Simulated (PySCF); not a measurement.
C6H13N3Si.
Geometry (GFN2-xTB, Å), atoms numbered from 1 in this order:
```xyz
23
C6H13N3Si angstrom
C      2.3103   -0.9574    0.9267
C      1.9743    0.2704    0.1667
N      2.8808    1.1637   -0.1973
N      2.1964    2.0810   -0.8505
N      0.9070    1.8543   -0.9398
C      0.7101    0.7046   -0.3041
Si    -1.0044   -0.0567   -0.1323
C     -0.9487   -1.8653   -0.7421
C     -2.2217    0.9599   -1.1816
C     -1.5145   -0.0120    1.7079
H      1.6506   -1.0605    1.7858
H      3.3424   -0.9086    1.2629
H      2.1855   -1.8351    0.2936
H      2.6351    2.8983   -1.2463
H     -0.3245   -2.4869   -0.1078
H     -1.9432   -2.3008   -0.7461
H     -0.5585   -1.9300   -1.7535
H     -3.2301    0.5632   -1.1107
H     -2.2457    1.9947   -0.8563
H     -1.9344    0.9558   -2.2280
H     -0.8381   -0.5892    2.3312
H     -1.5227    1.0050    2.0884
H     -2.5109   -0.4213    1.8432
```

NICS is the negative of the GIAO shielding at a point without a nucleus: at the ring centre (0) and 1 Å above and below it (1); zz is the component along the ring normal. Level: GIAO PBE0/pcSseg-1 (PySCF, non-relativistic, gas phase) on the GFN2-xTB geometry, one conformer.

Ring bond lengths (Å), with Mayer bond orders in brackets: C2–N3 1.324 (1.52), N3–N4 1.318 (1.23), N4–N5 1.312 (1.25), N5–C6 1.328 (1.48), C6–C2 1.417 (1.27).

Task: What do the NICS probes read (ppm)?

Result: 
```
          ring                                                 type  NICS(0)  NICS(1), two faces  NICS(1)zz, two faces  rms pucker (Å)  centre to ring atoms, mean (Å)
C2–N3–N4–N5–C6  5-membered ring with 3 N; formal bonds all aromatic    -13.2       -13.5 / -13.4         -33.5 / -33.4            0.00                            1.14
```

Task: What can be read from them?

Result: 
- C2–N3–N4–N5–C6: mean NICS(1)zz -33.5 ppm, shielded. For a flat ring without four-coordinate atoms the NICS criterion counts such a value as aromatic.

Task: What does the geometric index give? Use HOMA with the parameters of Krygowski (1993).

Result: 
- C2–N3–N4–N5–C6: HOMA 0.95; the largest term is that of C6–C2, α(R − Ropt)² = 0.22. The geometric and the magnetic index point the same way.

Task: At the first NICS(1) probe listed for ring C2–N3–N4–N5–C6, 1 Å off the ring, how large is the induced field along the normal in 7.05 T applied along it?

Result: NICSzz × B0 = -33.5 ppm × 7.05 T = -236 μT, against the applied field.

Task: What are the shieldings of the ring atoms and their hydrogens in the same run (means over atoms taken as equivalent)?

Result: 
```json
{"atoms": "C2", "environment": "substituted aromatic carbon", "σ isotropic (ppm)": "32.8"}
{"atoms": "N3", "environment": "pyridine-type nitrogen", "σ isotropic (ppm)": "-88.2"}
{"atoms": "N4", "environment": "pyrrole-type nitrogen", "σ isotropic (ppm)": "4.5"}
{"atoms": "N5", "environment": "pyridine-type nitrogen", "σ isotropic (ppm)": "-109.3"}
{"atoms": "C6", "environment": "substituted aromatic carbon", "σ isotropic (ppm)": "39.5"}
{"atoms": "H14", "environment": "N–H hydrogen", "σ isotropic (ppm)": "20.90"}
```
